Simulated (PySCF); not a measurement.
The numbers are results of PySCF with PBE-D3(BJ)/def2-TZVP, not measurements. Gas-phase values, no solvent. One relaxed conformer stands for a flexible species; it need not be the lowest. Excitations are Tamm–Dancoff values on a coarser integration grid. The basis has no diffuse functions, so Rydberg states are missing or too high.

Reference species (SMILES): `C(/B)=C\C` (neutral, multiplicity 1).

T1 excitation (TDA): 3.46 eV
LUMO: -2.79 eV

Changed species: `C(=C/C)/B`.

**Question.** Give the shifts of the T1 excitation (TDA) and LUMO.

**Answer.** the T1 excitation (TDA) falls by 0.17 eV, to 3.29 eV; the LUMO drops by 0.13 eV, to -2.92 eV.
